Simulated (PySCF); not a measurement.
PySCF input (M06-2X/def2-TZVPD):

```python
from pyscf import gto, scf, dft

mol = gto.M(
    atom='''
    Si   -0.09109274    0.06747528    0.30619746
    O    -0.65713303    1.40246268   -0.26662898
    O    -0.80143208   -1.32154977   -0.36840921
    O     1.58250447   -0.12004546    0.07603431
    H    -0.22093541   -0.21836964    1.77540688
    H    -1.35467333   -1.01655661   -1.09467344
    H     1.85939218    0.60333280   -0.49546681
    ''',
    basis='def2-tzvpd',
    charge=-1,
    spin=0,
    verbose=4,
)

mf = dft.RKS(mol, xc='m062x').density_fit(auxbasis='def2-universal-jkfit')
mf.grids.level = 4
mf.conv_tol = 1e-9
mf.max_cycle = 100
mf.max_memory = 1500
mf.kernel()
if not mf.converged:
    mf = mf.newton()
    mf.kernel(mf.make_rdm1())
mf.analyze()
```

End of the output:

```
Extra cycle  E= -517.173018411517  delta_E= -7.5e-12  |g|= 2.53e-06  |ddm|= 1.27e-05
converged SCF energy = -517.173018411517
**** SCF Summaries ****
Total Energy =                        -517.173018411517205
Nuclear Repulsion Energy =             176.881291324371972
One-electron Energy =                -1076.240675380813627
Two-electron Energy =                  382.186365644924422
Two-electron Coulomb Energy =          430.284621388556388
DFT Exchange-Correlation Energy =      -48.098255743631938
HOMO-LUMO gap [eV] =                     7.193523078443874
**** MO energy ****
MO #1   energy= -66.8157034788163  occ= 2
MO #2   energy= -19.4311414265529  occ= 2
MO #3   energy= -19.4311340519411  occ= 2
MO #4   energy= -19.3354610214421  occ= 2
MO #5   energy= -5.34791625383     occ= 2
MO #6   energy= -3.66034889537983  occ= 2
MO #7   energy= -3.65985653218725  occ= 2
MO #8   energy= -3.65800666551296  occ= 2
MO #9   energy= -0.935630158348842 occ= 2
MO #10  energy= -0.91711222136707  occ= 2
MO #11  energy= -0.78770097865938  occ= 2
MO #12  energy= -0.434947098587223 occ= 2
MO #13  energy= -0.368019314488521 occ= 2
MO #14  energy= -0.306819746632387 occ= 2
MO #15  energy= -0.276400413990161 occ= 2
MO #16  energy= -0.273112450303412 occ= 2
MO #17  energy= -0.206918864295682 occ= 2
MO #18  energy= -0.205211067807348 occ= 2
MO #19  energy= -0.179802726878224 occ= 2
MO #20  energy= -0.127852998035856 occ= 2
MO #21  energy= -0.125309156757674 occ= 2
MO #22  energy= 0.13904794262553   occ= 0
MO #23  energy= 0.156457652801342  occ= 0
MO #24  energy= 0.178621696970682  occ= 0
MO #25  energy= 0.183882160706038  occ= 0
MO #26  energy= 0.205351729227171  occ= 0
MO #27  energy= 0.206841880044652  occ= 0
MO #28  energy= 0.212544825739044  occ= 0
MO #29  energy= 0.232917029400212  occ= 0
MO #30  energy= 0.243119945150324  occ= 0
MO #31  energy= 0.263277723056377  occ= 0
MO #32  energy= 0.263554804037649  occ= 0
MO #33  energy= 0.270201546243966  occ= 0
MO #34  energy= 0.280461752861722  occ= 0
MO #35  energy= 0.302155849542755  occ= 0
MO #36  energy= 0.308781314839949  occ= 0
MO #37  energy= 0.341394415452009  occ= 0
MO #38  energy= 0.343735225912261  occ= 0
MO #39  energy= 0.347393194575252  occ= 0
MO #40  energy= 0.370875446090497  occ= 0
MO #41  energy= 0.393595630380657  occ= 0
MO #42  energy= 0.395285528789628  occ= 0
MO #43  energy= 0.415485805737325  occ= 0
MO #44  energy= 0.426372694371655  occ= 0
MO #45  energy= 0.440775754961521  occ= 0
MO #46  energy= 0.442816969622419  occ= 0
MO #47  energy= 0.445420775328769  occ= 0
MO #48  energy= 0.453370889258776  occ= 0
MO #49  energy= 0.472663128558271  occ= 0
MO #50  energy= 0.495765342697179  occ= 0
MO #51  energy= 0.501558656148659  occ= 0
MO #52  energy= 0.509265298100038  occ= 0
MO #53  energy= 0.528849522818635  occ= 0
MO #54  energy= 0.530154340410237  occ= 0
MO #55  energy= 0.552329969058243  occ= 0
MO #56  energy= 0.561834721176576  occ= 0
MO #57  energy= 0.563893286176364  occ= 0
MO #58  energy= 0.615402372472302  occ= 0
MO #59  energy= 0.626415643988358  occ= 0
MO #60  energy= 0.639473664743924  occ= 0
MO #61  energy= 0.658683994257332  occ= 0
MO #62  energy= 0.666520465078526  occ= 0
MO #63  energy= 0.67781308012515   occ= 0
MO #64  energy= 0.702005389822578  occ= 0
MO #65  energy= 0.717826494778777  occ= 0
MO #66  energy= 0.73466582376097   occ= 0
MO #67  energy= 0.736797987615123  occ= 0
MO #68  energy= 0.737283024049135  occ= 0
MO #69  energy= 0.744488274622634  occ= 0
MO #70  energy= 0.803302937944978  occ= 0
MO #71  energy= 0.803510498551516  occ= 0
MO #72  energy= 0.825702168299834  occ= 0
MO #73  energy= 0.827333116737724  occ= 0
MO #74  energy= 0.867595695178329  occ= 0
MO #75  energy= 0.875792586677118  occ= 0
MO #76  energy= 0.897150887373585  occ= 0
MO #77  energy= 0.930149580537487  occ= 0
MO #78  energy= 0.949227882589446  occ= 0
MO #79  energy= 0.979210572345638  occ= 0
MO #80  energy= 0.986131546011571  occ= 0
MO #81  energy= 1.0007193942738    occ= 0
MO #82  energy= 1.04589879778726   occ= 0
MO #83  energy= 1.04771088478586   occ= 0
MO #84  energy= 1.06136730018212   occ= 0
MO #85  energy= 1.08580473480539   occ= 0
MO #86  energy= 1.10837480230631   occ= 0
MO #87  energy= 1.14171791885172   occ= 0
MO #88  energy= 1.14579042703371   occ= 0
MO #89  energy= 1.17157858445597   occ= 0
MO #90  energy= 1.20417020556976   occ= 0
MO #91  energy= 1.2611171688758    occ= 0
MO #92  energy= 1.27984003911151   occ= 0
MO #93  energy= 1.31529522478215   occ= 0
MO #94  energy= 1.38471368517316   occ= 0
MO #95  energy= 1.39959490343935   occ= 0
MO #96  energy= 1.41855969220254   occ= 0
MO #97  energy= 1.42926955824038   occ= 0
MO #98  energy= 1.48517307943212   occ= 0
MO #99  energy= 1.55552322619087   occ= 0
MO #100 energy= 1.5571833856747    occ= 0
MO #101 energy= 1.58985077442059   occ= 0
MO #102 energy= 1.60598914533127   occ= 0
MO #103 energy= 1.64145433683904   occ= 0
MO #104 energy= 1.68160507678881   occ= 0
MO #105 energy= 1.79738063966124   occ= 0
MO #106 energy= 1.83493283988552   occ= 0
MO #107 energy= 1.83901057649791   occ= 0
[...]
```

It need not be the lowest isomer of its formula. Whether it binds its extra electron was not tested at this geometry.
